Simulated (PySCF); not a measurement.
## Worked example: chemical shift, span and skew from a shielding tensor

Si(H)2(Me)(OMe) (C2H8OSi), SMILES O([SiH2]C)C. Atoms are numbered in the order given.

```xyz
12

Si    -0.5268     0.4833     0.0000
C      0.4973     2.0384     0.0000
O      0.5298    -0.8068     0.0000
C      0.1276    -2.1453     0.0000
H     -1.4106     0.4167     1.2103
H     -1.4106     0.4167    -1.2103
H     -0.1507     2.9287     0.0000
H      1.1407     2.0788     0.8918
H      1.1407     2.0788    -0.8918
H     -0.4720    -2.4015     0.8940
H      1.0223    -2.7869     0.0000
H     -0.4720    -2.4015    -0.8940
```
Charge 0, spin multiplicity 1.

Geometry optimised at PBE0-D3(BJ)/def2-SVP. The values are those of a single conformer.

GIAO shieldings from PBE/pcSseg-1 (PySCF), non-relativistic, no solvent. The symmetric part of the tensor of C4 has the principal values 94.5, 97.0, 180.4 ppm. The same nucleus in TMS has σ = 182.0 ppm at this level (PySCF, at its B3LYP-D3(BJ)/def2-TZVP geometry).

Q: Work out the isotropic shielding, the ¹³C shift against TMS, the span and the skew.

A: 
σ(iso) = (σ11 + σ22 + σ33)/3 = 124.0 ppm. δ = σ(ref) − σ(iso) = 182.0 − (124.0) = 58.0 ppm.
Span Ω = σ33 − σ11 = 85.9 ppm. Skew κ = 3(σ(iso) − σ22)/Ω = 0.94. Tumbling in solution averages the tensor to δ; in a static solid the shielding alone would spread this spin-1/2 line over Ω.
